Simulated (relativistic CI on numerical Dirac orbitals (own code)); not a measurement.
Pm39+: q coefficients and field-shift factors

These numbers are calculated, not measured: Dirac-Coulomb-Breit CI, separate exchange-only KLI orbitals for each configuration, derivatives by finite differences, unscaled Slater integrals, QED left out (own radial code, finite nucleus).

CI space (outside the closed core [Ne] 3s2): 3p6.3d4, 3p5.3d5, 3p6.3d3.4p, 3p6.3d2.4s.4p, 3p6.3d2.4s2, 3p6.3d.4s2.4p. Double excitations out of closed p, d and f shells are left out; levels of such configurations are missing from the list, as are those of other unlisted configurations, and high levels can miss mixing partners.

With x = (α/α₀)² − 1 an excitation energy changes as ω = ω₀ + qx; K = 2q/ω₀ is the relative enhancement. Terms are leading LS components, so labels can repeat. The field-shift factor is F = δν/δ⟨r²⟩ for the transition from the lowest level.

Lowest level 3p6.3d4 3P_0.

```tsv
Level	ω₀ (cm⁻¹)	q (cm⁻¹)	K	F (GHz/fm²)
3p6.3d4 5D_1	170288	227000	2.67	2.81
3p6.3d4 5D_2	248047	270100	2.18	3.49
3p6.3d4 3F_4	250634	221600	1.77	3.02
3p6.3d4 5D_3	276231	260900	1.89	3.49
3p6.3d4 5D_0	405546	442600	2.18	5.7
3p6.3d4 5D_4	418360	447900	2.14	5.82
3p6.3d4 3F_2	426805	404900	1.9	5.39
3p6.3d4 3G_3	436479	435000	1.99	5.73
3p6.3d4 3H_5	460790	437100	1.9	5.85
3p6.3d4 3H_6	478541	435800	1.82	5.9
3p6.3d4 3P_1	486500	459300	1.89	6.12
3p6.3d4 3G_4	515266	446500	1.73	6.1
3p6.3d4 3F_3	523259	430300	1.64	5.95
3p6.3d4 3D_2	528051	449700	1.7	6.16
3p6.3d4 3F_2	605415	465100	1.54	6.54
3p6.3d4 3F_4	618329	552100	1.79	7.47
3p6.3d4 3F_3	671897	656800	1.96	8.69
3p6.3d4 3F_4	683405	562500	1.65	7.77
3p6.3d4 3G_5	701987	667200	1.9	8.91
3p6.3d4 1I_6	706377	660600	1.87	8.86
3p6.3d4 3P_2	708024	494000	1.4	7.14
3p6.3d4 3D_1	708292	655900	1.85	8.78
3p6.3d4 3P_0	748820	602100	1.61	8.36
```

At this charge energies of transitions that change n are usually good to better than 1 %, and those within a shell (Δn = 0) to a few per cent. Terms inside the open d or f shell come out 10 to 20 % too wide with unscaled integrals.
